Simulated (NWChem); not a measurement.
C3H7FSi; SMILES C(=C/C[SiH3])/F

```xyz
12

F      0.7985    -2.1518    -0.2107
C     -0.3403    -1.8081     0.3939
C     -0.9481    -0.6475     0.1558
C     -0.4395     0.4110    -0.7645
Si     0.3224     1.8769     0.1684
H     -0.7039    -2.5768     1.0810
H     -1.8736    -0.4655     0.7102
H     -1.2540     0.8051    -1.3960
H      0.3281     0.0014    -1.4401
H     -0.6818     2.4608     1.1114
H      0.7439     2.9401    -0.7966
H      1.5120     1.4294     0.9535
```
Atoms are numbered in this order, from 1.

Computed with NWChem. Pople sets run with spherical d functions. Coordinates come from a PBE0/def2-SVP optimisation. No frequency run checked for a minimum. B3LYP is NWChem's, with the RPA form of VWN correlation. GIAO values for the isolated, static molecule; σ is the absolute isotropic shielding, δ = σ(reference) − σ with the isolated reference molecule computed at the same levels (13C: tetramethylsilane, 19F: trichlorofluoromethane, 1H: tetramethylsilane, 29Si: tetramethylsilane).

```tsv
level	δ F1 (ppm)	δ C2 (ppm)	δ Si5 (ppm)	δ H6 (ppm)	δ H7 (ppm)	δ H8 (ppm)	δ H9 (ppm)
Hartree-Fock/6-31G*	…	…	…	6.57	…	…	…
B3LYP/6-31G*	-115.3	141.1	-36.9	6.40	4.52	1.00	2.07
B3LYP/6-311G**	-133.0	154.3	-65.4	6.59	4.75	1.21	2.32
```

**Question.** Complete the blanks.

**Answer.** 
- Hartree-Fock/6-31G*, δ F1 (ppm): -96.0
- Hartree-Fock/6-31G*, δ C2 (ppm): 143.0
- Hartree-Fock/6-31G*, δ Si5 (ppm): -39.0
- Hartree-Fock/6-31G*, δ H7 (ppm): 4.70
- Hartree-Fock/6-31G*, δ H8 (ppm): 0.81
- Hartree-Fock/6-31G*, δ H9 (ppm): 2.00
